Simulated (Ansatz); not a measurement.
`FC(F)(F)O[Si](F)(F)F`, relaxed with RKS PBE0-D4/def2-TZVP in Ansatz 0.2.0 from a PBE-D4/def2-SVP geometry. The force threshold is 0.005 eV/Å; the program also tests the step.

Total charge 0; spin multiplicity 1.

Start:

```xyz
9

F     0.934   -1.901    0.407
C    -0.258   -1.282    0.401
F    -0.438   -0.715    1.618
F    -1.213   -2.194    0.209
O    -0.321   -0.348   -0.588
Si    0.201    1.230   -0.511
F    -0.868    2.158    0.242
F     1.610    1.327    0.249
F     0.353    1.723   -2.027
```

Question: By how much does the energy fall, and how many steps does the optimiser take? (Estimate.)

Answer: Ansatz gave: 0.16 eV, in 15 steps.

Question: Which bonds change most? (An estimate is asked.)

Answer: The calculation gave: Si6–F8 from 1.604 to 1.563 Å; Si6–F7 from 1.603 to 1.562 Å; Si6–F9 from 1.601 to 1.560 Å; O5–Si6 from 1.665 to 1.626 Å.

Question: Give the relaxed structure. (Estimate.)

Answer: Ansatz gave: 
```xyz
9

F     0.834   -2.066    0.393
C    -0.230   -1.275    0.396
F    -0.308   -0.693    1.598
F    -1.308   -2.021    0.224
O    -0.144   -0.362   -0.588
Si    0.206    1.223   -0.505
F    -0.937    2.019    0.203
F     1.546    1.468    0.261
F     0.342    1.708   -1.981
```
